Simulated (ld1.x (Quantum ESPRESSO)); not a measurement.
# Building the ultrasoft potential for antimony (Sb) (LDA (PZ), scalar-relativistic).

ld1.x (Quantum ESPRESSO) 7.5 was run on this input:

```
&input
   title='Sb', zed=51., rel=1, dft='PZ', iswitch=3,
   config='[Kr] 4d10 5s1.75 5p3.25',
   nld=3, rlderiv=1.80, eminld=-13.0, emaxld=5.0, deld=0.04
 /
 &inputp
   pseudotype=3, tm=.true., lloc=-2, rcloc=1.05,
   nlcc=.true., new_core_ps=.true., rcore=0.65,
   which_augfun='PSQ', rmatch_augfun_nc=.true.,
   file_pseudopw='Sb.UPF', file_wfcaegen='ae.wfc', file_wfcncgen='nc.wfc', file_beta='beta', file_chi='chi', file_wfcusgen='us.wfc'
 /
6
4S  1  0   2.00   0.00  1.15  1.25  0.0
5S  2  0   1.75   0.00  1.15  1.25  0.0
4P  2  1   6.00   0.00  1.40  1.65  0.0
5P  3  1   3.25   0.00  1.40  1.65  0.0
4D  3  2  10.00   0.00  0.90  0.95  0.0
4D  3  2   0.00   1.85  0.90  0.95  0.0
 &test
   configts(1)='4s2 4p6 4d10 5s1.75 5p3.25'
 /
```

Command:

```bash
ld1.x < Sb.in > Sb.out
```

The program printed (shortened: banner, matrices, multipoles, cross overlaps and the repeated all-electron block are left out):

```
Program LD1 v.7.5
     --------------------------- All-electron run ----------------------------

     Sb
     scalar relativistic calculation

     atomic number is 51.00
     dft =PZ   lsd =0 sic =0 latt =0  beta=0.20 tr2=1.0E-14
     Exchange-correlation= PZ
                           (   1   1   0   0   0   0   0)
     mesh =1243 r(mesh) =  98.80758 a.u. xmin = -7.00 dx = 0.01250
     1 Ry =  13.60569312 eV, c = 137.03599908

     n l     nl                  e(Ry)          e(Ha)          e(eV)
     1 0     1S 1( 2.00)     -2224.8925     -1112.4462    -30271.2041
     2 0     2S 1( 2.00)      -338.6556      -169.3278     -4607.6436
     2 1     2P 1( 6.00)      -304.2102      -152.1051     -4138.9900
     3 0     3S 1( 2.00)       -66.3779       -33.1889      -903.1167
     3 1     3P 1( 6.00)       -55.1486       -27.5743      -750.3348
     4 0     4S 1( 2.00)       -10.9411        -5.4705      -148.8606
     4 1     4P 1( 6.00)        -7.4945        -3.7473      -101.9683
     3 2     3D 1(10.00)       -37.9619       -18.9810      -516.4984
     4 2     4D 1(10.00)        -2.4920        -1.2460       -33.9059
     5 0     5S 1( 1.75)        -0.9772        -0.4886       -13.2960
     5 1     5P 1( 3.25)        -0.3782        -0.1891        -5.1450

     final scf error:  5.3E-15 reached in  36 iterations

     Etot =  -12951.784845 Ry,   -6475.892423 Ha, -176218.009999 eV

     Ekin =   13542.871626 Ry,    6771.435813 Ha,  184260.155352 eV
     Encl =  -31334.365937 Ry,  -15667.182968 Ha, -426325.767139 eV
     Eh   =    5168.823696 Ry,    2584.411848 Ha,   70325.429021 eV
     Exc  =    -329.114231 Ry,    -164.557116 Ha,   -4477.827232 eV

     normalization and overlap integrals

     s(1S/1S) =  1.000000  <r> =   0.0284  <r2> =    0.0011  r(max) =   0.0184
     s(2S/2S) =  1.000000  <r> =   0.1227  <r2> =    0.0178  r(max) =   0.1034
     s(2P/2P) =  1.000000  <r> =   0.1072  <r2> =    0.0140  r(max) =   0.0826
     s(3S/3S) =  1.000000  <r> =   0.3311  <r2> =    0.1253  r(max) =   0.2991
     s(3P/3P) =  1.000000  <r> =   0.3292  <r2> =    0.1257  r(max) =   0.2954
     s(4S/4S) =  1.000000  <r> =   0.7907  <r2> =    0.7075  r(max) =   0.7266
     s(4P/4P) =  1.000000  <r> =   0.8523  <r2> =    0.8301  r(max) =   0.7639
     s(3D/3D) =  1.000000  <r> =   0.3056  <r2> =    0.1108  r(max) =   0.2449
     s(4D/4D) =  1.000000  <r> =   1.0312  <r2> =    1.2577  r(max) =   0.8442
     s(5S/5S) =  1.000000  <r> =   2.2087  <r2> =    5.5577  r(max) =   1.8789
     s(5P/5P) =  1.000000  <r> =   2.8841  <r2> =    9.6818  r(max) =   2.3237

     ------------------------ End of All-electron run ------------------------

     --------------------- Generating US pseudopotential ---------------------

      Generating local potential from pseudized AE potential:
      Matching radius rcloc =   1.0500
      Enforcing V''(0)=0 (lloc=-2)

      Local pseudo, rcloc= 1.044 Estimated cut-off energy=    29.00 Ry

      Computing core charge for nlcc:

       r > 0.66 : true rho core
      Core charge pseudized with two Bessel functions
      Integrated core pseudo-charge :   9.32
      Wfc-us  4S rcutus= 1.244  Estimated cut-off energy=    35.53 Ry
      Wfc-us  5S rcutus= 1.244  Estimated cut-off energy=    71.38 Ry
      Wfc-us  4P rcutus= 1.638  Estimated cut-off energy=    33.14 Ry
      Wfc-us  5P rcutus= 1.638  Estimated cut-off energy=    25.29 Ry
      Wfc-us  4D rcutus= 0.945  Estimated cut-off energy=   126.16 Ry
      Wfc-us  4D rcutus= 0.945  Estimated cut-off energy=   137.40 Ry

     Q pseudized with Bessel functions
     Expected ecutrho=     533.0098 due to l1=  2   l2=  2

     ------------------- End of pseudopotential generation -------------------

     Computing logarithmic derivative in   1.79848
     Computing logarithmic derivative in   1.79848
     Computing the partial wave expansion
     R is outside the sphere for l=    0 j= 0.00
     R is outside the sphere for l=    0 j= 0.00
     R is outside the sphere for l=    1 j= 0.00
     R is outside the sphere for l=    1 j= 0.00
     R is outside the sphere for l=    2 j= 0.00
     R is outside the sphere for l=    2 j= 0.00

     ---------------------- Testing the pseudopotential ----------------------

     Sb
     scalar relativistic calculation

     atomic number is 51.00   valence charge is 23.00
     dft =PZ   lsd =0 sic =0 latt =0  beta=0.20 tr2=1.0E-14
     mesh =1243 r(mesh) =  98.80758 xmin = -7.00 dx = 0.01250

     n l     nl             e AE (Ry)        e PS (Ry)    De AE-PS (Ry)
     1 0     4S   1( 2.00)      -10.94106      -10.94086       -0.00019
     2 1     4P   1( 6.00)       -7.49453       -7.49436       -0.00018
     3 2     4D   1(10.00)       -2.49204       -2.49194       -0.00010
     2 0     5S   1( 1.75)       -0.97724       -0.97720       -0.00004
     3 1     5P   1( 3.25)       -0.37815       -0.37813       -0.00002

     eps = 4.4E-16  iter =  6

     Etot =  -12951.784845 Ry,   -6475.892423 Ha, -176218.009999 eV
     Etotps =  -523.504466 Ry,    -261.752233 Ha,   -7122.641116 eV

     Ekin =     164.804481 Ry,      82.402240 Ha,    2242.279192 eV
     Encl =   -1018.942885 Ry,    -509.471443 Ha,  -13863.424205 eV
     Ehrt =     403.085706 Ry,     201.542853 Ha,    5484.260420 eV
     Ecxc =     -81.197425 Ry,     -40.598713 Ha,   -1104.747249 eV
     (Ecc =     -35.225070 Ry,     -17.612535 Ha,    -479.261494 eV)
     Epseu=       8.745657 Ry,       4.372829 Ha,     118.990727 eV

     ---------------------- End of pseudopotential test ----------------------
```

Generation and configuration tests took about 3.4 s on one core of a shared server CPU.
